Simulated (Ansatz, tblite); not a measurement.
Species of one formula, K₄H₄S₄ (singlet), each relaxed with r2SCAN-D4/def2-SVP in Ansatz.

The xTB rows come from tblite. Correlated methods freeze 40 core orbitals; core or outer-core shells of K are correlated, in sets that lack core-valence functions.

Other spin states weren't relaxed.

A: (KSH)4 cube (K4H4S4)

B: (KSH)4 ring (K4H4S4)

Task: Estimate their order by electronic energy at PBE-QIDH/def2-TZVP, counted from the lowest.

Result: A (0.00) < B (1.10), in eV.

Task: Do the other levels pick the same lowest one?

Result: All that were run do. Energies above each level's lowest (eV):

```json
{"level": "GFN1-xTB", "A": "0.00", "B": "2.36"}
{"level": "GFN2-xTB", "A": "0.00", "B": "0.05"}
{"level": "HF/STO-3G", "A": "0.00", "B": "1.61"}
{"level": "HF/def2-TZVP", "A": "0.00", "B": "0.82"}
{"level": "PBE-D4/def2-SVP", "A": "0.00", "B": "1.45"}
{"level": "PBE-D4/def2-TZVP", "A": "0.00", "B": "1.12"}
{"level": "r2SCAN-D4/def2-TZVP", "A": "0.00", "B": "1.19"}
{"level": "PBE0-D4/def2-SVP", "A": "0.00", "B": "1.46"}
{"level": "PBE0-D4/def2-TZVP", "A": "0.00", "B": "1.14"}
{"level": "PBE-QIDH/def2-TZVP", "A": "0.00", "B": "1.10"}
{"level": "RPA@PBE/def2-TZVP", "A": "0.00", "B": "1.16"}
{"level": "MP2/def2-TZVP", "A": "0.00", "B": "1.22"}
```
Point groups (tolerance 0.1 Å): A Td, B not assigned. From def2-SVP to def2-TZVP the PBE0 values move by up to 0.32 eV, so results in the small set are rough.
